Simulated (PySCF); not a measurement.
# Peak assignment

Structure with atom numbers: `[CH3:1][CH2:2][Si:3]([CH2:4][CH3:5])([CH2:6][CH3:7])[CH2:8][CH3:9]`. Each H is labelled by its parent atom.

[PySCF 2.14: σ from GIAO-PBE0/pcSseg-1; geometry: PBE0-D3(BJ)/def2-SVP; non-relativistic Hamiltonian; no solvent model; one averaged value for each set of equivalent atoms; one conformer]

References, each an isolated molecule treated in the same way: TMS for 13C, 1H.

**Question.** Assign these signals to the numbered atoms. 13C{1H} NMR (computed): δ 8.6, 2.9.

**Answer.** 
8.6 → C1/C5/C7/C9, methyl carbon: saturated and bonded to C and H only
2.9 → C2/C4/C6/C8, sp3 CH2 bonded to Si: an electropositive neighbour leaves it electron-rich and shielded

**Question.** Assign these signals to the numbered atoms. 1H NMR (400 MHz, computed): δ 0.93 (t, 12H), 0.40 (q, 8H).

**Answer.** 
0.93 → H(C1)/H(C5)/H(C7)/H(C9), hydrogen on a methyl carbon
0.40 → H(C2)/H(C4)/H(C6)/H(C8), hydrogen on an sp3 CH2 bonded to Si: an electropositive neighbour shields it, as in TMS itself

Shifts are as computed. Against solution values, carbons near 30 ppm lie about +2 ppm off and those near 130 ppm about +5 ppm. Of 1211 compounds with measured shifts, 218 miss one by over three times the rms of a fit or turn the order of signals round; such compounds aren't used in these exercises. No couplings were computed; multiplicities are counted from neighbouring protons, with m where these are inequivalent, close in shift, in a saturated or five-membered ring or joined by F or P, and br s for small geminal =CH2 splittings.
